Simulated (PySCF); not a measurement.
NMR data sheet: Me2PhSiCl

```
Formula                               : C8H11ClSi
SMILES                                : C[Si](C)(Cl)c1ccccc1
InChI                                 : InChI=1S/C8H11ClSi/c1-10(2,9)8-6-4-3-5-7-8/h3-7H,1-2H3
Point group of the computed structure : C1
Degrees of unsaturation               : 4
Carbon signals                        : 5
Proton signals                        : 4
```

Bonds (- single, = double, # triple, : aromatic): C1-Si2, Si2-C3, Si2-Cl4, Si2-C5, C5:C6, C6:C7, C7:C8, C8:C9, C9:C10, C10:C5. C1 carries H11, H12, H13; C3 carries H14, H15, H16; C6 carries H17; C7 carries H18; C8 carries H19; C9 carries H20; C10 carries H21.

Computed data (PySCF 2.14.0 with density-fitted response routines): GFN2-xTB geometry, PBE0/pcSseg-1 with gauge-including orbitals. Gas phase, non-relativistic Hamiltonian, one conformer, equivalent nuclei averaged.

Chemical shifts δ = σref − σ; TMS for $^{1}$H (σref 31.72) and $^{13}$C (σref 186.93) and $^{29}$Si (σref 349.16), all at this level.

| carbon | δC, type | δH (multiplicity) | HMBC from (2–3 bonds) | span of the C tensor (ppm) |
| --- | --- | --- | --- | --- |
| C1/C3 | 3.4, CH3 | 0.57 (s) | H11/H12/H13/H14/H15/H16 | 19 |
| C5 | 144.0, C | – | H17/H21, H18/H20, H11/H12/H13/H14/H15/H16 | 232 |
| C6/C10 | 138.8, CH | 7.77 (m) | H17/H21, H19, H18/H20 | 244 |
| C7/C9 | 133.1, CH | 7.67 (m) | H17/H21, H19, H18/H20 | 236 |
| C8 | 135.8, CH | 7.69 (m) | H17/H21, H18/H20 | 239 |

Other nuclei:
```tsv
atoms	nucleus	environment	δ (ppm)	σ (ppm)
Si2	$^{29}$Si	silicon bonded to 3 C, Cl	20.7	328.5
```

- Carbon types of the structure: 1 × C, 5 × CH, 2 × CH3, which accounts for all hydrogens.
- δC 144.0: substituted aromatic carbon.
- δC 138.8, 135.8, 133.1: aromatic CH; the aromatic region.
- δC 3.4: methyl carbon bonded to Si; an electropositive neighbour leaves it electron-rich and shielded.
- δH 7.77, 7.69, 7.67: hydrogen on an aromatic CH; ring-current deshielding.
- δH 0.57: hydrogen on a methyl carbon bonded to Si; an electropositive neighbour shields it, as in TMS itself.

Shifts are as computed. Against solution values, carbons near 30 ppm lie about +3 ppm off and those near 130 ppm about +5 ppm. Of 1211 compounds with measured shifts, 218 miss one by over three times the rms of a fit or turn the order of signals round; such compounds aren't used in these exercises. Multiplicities follow the n + 1 count of equivalent neighbours, as no J values were calculated; m marks all less simple cases, F and P coupling included.
